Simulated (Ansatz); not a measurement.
Isolated molecules relaxed with PBE0-D4/def2-TZVP in Ansatz; ΔE leaves out vibrations. CCSD(T)/CBS adds triple-zeta CCSD(T) − MP2 to the extrapolated MP2 energy (def2 sets, frozen cores). This one scheme is used for every species, atoms too. DFT in def2-TZVPP. Open shells (•) are unrestricted, without spin–orbit coupling. Spin–orbit coupling would lower the free atoms: a little for Al, O, S. One conformer a species, not always the lowest.

Consider the atomization: `[OH][AlH][Al]1[AlH][S]1` → 3 Al• + 3 H• + O• + S•.

```json
{"level": "revPBE", "ΔE (kJ/mol)": "2254.0"}
{"level": "HF/def2-QZVPP", "ΔE (kJ/mol)": "1651.1"}
```

(1) What does CCSD(T)/CBS give? (Estimate.)

Largest T1 diagnostic among the species: 0.018.

## Answers

(1) The calculation gave: +2357.9 kJ/mol. The listed levels differ from it by -103.9, -706.8 kJ/mol.

In def2-TZVPP, CCSD(T) changes the Hartree–Fock value by +625.1 kJ/mol (the triples alone add +51.3 kJ/mol) and MP2 by +683.2 kJ/mol; breaking electron pairs costs correlation energy, which Hartree–Fock lacks. From PBE to PBE0 (25 % exact exchange), in def2-TZVPP and without D4, ΔE moves by −39.8 kJ/mol: exact exchange takes away binding that semilocal exchange gives to molecules. Leaving LDA and LC-ωPBE aside and taking each functional with its dispersion term where it has one, the values, not all of them listed here, spread over 165.9 kJ/mol, from BHLYP-D4 to B97M-V. LDA lies +321.5 kJ/mol from PBE without D4, its usual overbinding.

For atomizations the MP2-based limit and the directly extrapolated one differ by several kJ/mol either way, and by 10 to 25 for some Ge, Se and Sn compounds, so smaller differences from it don't rank the levels.
